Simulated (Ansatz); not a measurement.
Frontier orbitals of AlBrH3NOSi, SMILES `N[Si]1(Br)[O][AlH]1`.

```tsv
atom	x (Å)	y (Å)	z (Å)
N1	-0.3322	1.0722	-1.2162
Si2	-0.2394	-0.2767	-0.2008
Br3	-1.0835	-1.9193	-1.4558
O4	1.2542	-0.5886	0.4517
Al5	0.3790	-0.5689	1.9726
H6	-0.0291	1.9881	-0.9313
H7	-0.8739	1.0701	-2.0632
H8	0.9249	-0.7768	3.4430
```

Charge 0, multiplicity 1. Correlated methods include outer-core shells of Br, which these sets cover unevenly. Scalar relativity is left out up to krypton. Geometry: relaxed with PBE0-D4/def2-TZVP. It is one conformer, not always the lowest. Basis def2-TZVPP, Ansatz.

```json
{"functional": "BLYP", "HOMO (eV)": "-5.05", "LUMO (eV)": "-2.17"}
```

(1) Give HOMO and LUMO (eV) with LDA (SPW92), PBE, revPBE, r2SCAN, B97M-V, PBE0, B3LYP, r2SCANh, r2SCAN0, HSE06 (plane-wave form), BHLYP, CAM-B3LYP, LC-ωPBE, ωB97X-V, ωB97M-V, HF. (Estimate.)

Answers

(1) Ansatz gave: 
```json
{"functional": "LDA (SPW92)", "HOMO": "-5.32", "LUMO": "-2.53"}
{"functional": "PBE", "HOMO": "-5.18", "LUMO": "-2.31"}
{"functional": "revPBE", "HOMO": "-5.12", "LUMO": "-2.22"}
{"functional": "r2SCAN", "HOMO": "-5.36", "LUMO": "-2.09"}
{"functional": "B97M-V", "HOMO": "-5.40", "LUMO": "-2.19"}
{"functional": "PBE0", "HOMO": "-6.21", "LUMO": "-1.58"}
{"functional": "B3LYP", "HOMO": "-6.04", "LUMO": "-1.76"}
{"functional": "r2SCANh", "HOMO": "-5.75", "LUMO": "-1.83"}
{"functional": "r2SCAN0", "HOMO": "-6.33", "LUMO": "-1.45"}
{"functional": "HSE06 (plane-wave form)", "HOMO": "-5.82", "LUMO": "-1.95"}
{"functional": "BHLYP", "HOMO": "-7.16", "LUMO": "-0.80"}
{"functional": "CAM-B3LYP", "HOMO": "-7.44", "LUMO": "-0.62"}
{"functional": "LC-ωPBE", "HOMO": "-8.64", "LUMO": "0.42"}
{"functional": "ωB97X-V", "HOMO": "-8.36", "LUMO": "0.32"}
{"functional": "ωB97M-V", "HOMO": "-8.18", "LUMO": "0.08"}
{"functional": "HF", "HOMO": "-8.57", "LUMO": "1.09"}
```

B3LYP here is the variant with VWN-RPA as its local correlation; programs differ in this. LC-ωPBE has ω = 0.4 bohr⁻¹. Positive LUMOs are unbound and depend on the basis.
